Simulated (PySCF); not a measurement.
C$_{2}$H$_{6}$AuClS (SMILES C[S](C)->[Au][Cl]), singlet, geometry from GFN2-xTB (such geometries of metal compounds can be far from the true shape) (core potentials on Au). Base run: PBE0/def2-SVP run with PySCF.

PySCF was given this input:
```python
from pyscf import gto, scf, dft

mol = gto.M(
    atom='''
Au    0.304767   -0.290589   -0.000285
Cl    2.388115   -1.051518    0.362976
C    -1.566653    2.079981   -1.320270
S    -1.865177    0.563661   -0.360261
C    -2.291717    1.317024    1.239884
H    -0.811443    2.688847   -0.833913
H    -2.504583    2.621169   -1.406144
H    -1.224028    1.774526   -2.303428
H    -1.492404    1.972298    1.570516
H    -2.428370    0.507244    1.949023
H    -3.220695    1.867632    1.122398
''',
    basis='def2-svp',
    ecp={'Au': 'def2-svp'},
    charge=0,
    spin=0,
    verbose=4,
)

mf = dft.RKS(mol)
mf.xc = 'pbe0'
mf.kernel()
```

The base run was repeated with changes; each row names its change, and settings that it needs were set with it.

```json
[
 {"change": "base", "ΔE vs base (mEh)": "0.000", "fitting functions": "-", "dipole (D)": "8.24", "outcome": "converged"},
 {"change": "auxbasis = even-tempered beta=3.0", "ΔE vs base (mEh)": "-38.064", "fitting functions": "629", "dipole (D)": "8.23", "outcome": "converged"},
 {"change": "auxbasis = even-tempered beta=2.0", "ΔE vs base (mEh)": "-0.463", "fitting functions": "931", "dipole (D)": "8.24", "outcome": "converged"},
 {"change": "auxbasis = def2-tzvp-ri", "ΔE vs base (mEh)": "-", "fitting functions": "-", "dipole (D)": "-", "outcome": "input refused"},
 {"change": "auxbasis = default (with mf = mf.density_fit())", "ΔE vs base (mEh)": "-0.036", "fitting functions": "761", "dipole (D)": "8.24", "outcome": "converged"},
 {"change": "auxbasis = cc-pvdz-jkfit", "ΔE vs base (mEh)": "-", "fitting functions": "-", "dipole (D)": "-", "outcome": "input refused"},
 {"change": "only_dfj = on; auxbasis = def2-universal-jfit", "ΔE vs base (mEh)": "…", "fitting functions": "…", "dipole (D)": "8.24", "outcome": "converged"},
 {"change": "auxbasis = def2-svp-ri", "ΔE vs base (mEh)": "-", "fitting functions": "-", "dipole (D)": "-", "outcome": "input refused"},
 {"change": "auxbasis = cc-pvtz-jkfit", "ΔE vs base (mEh)": "-", "fitting functions": "-", "dipole (D)": "-", "outcome": "input refused"},
 {"change": "auxbasis = def2-universal-jkfit", "ΔE vs base (mEh)": "-0.036", "fitting functions": "761", "dipole (D)": "8.24", "outcome": "converged"}
]
```

Task: Fill in the missing entries.

Result: 
- only_dfj = on; auxbasis = def2-universal-jfit, ΔE vs base (mEh): -0.341
- only_dfj = on; auxbasis = def2-universal-jfit, fitting functions: 355

A fitting set is made for a task (jfit for Coulomb, jkfit for Coulomb and exchange, ri for correlation) and for a family of orbital bases.

- auxbasis = def2-tzvp-ri: ended with `pyscf.lib.exceptions.BasisNotFoundError: Basis set not found for Au in def2-tzvp-ri`
- auxbasis = cc-pvdz-jkfit: ended with `pyscf.lib.exceptions.BasisNotFoundError: Basis set not found for Au in cc-pvdz-jkfit`
- auxbasis = def2-svp-ri: ended with `pyscf.lib.exceptions.BasisNotFoundError: Basis set not found for Au in def2-svp-ri`
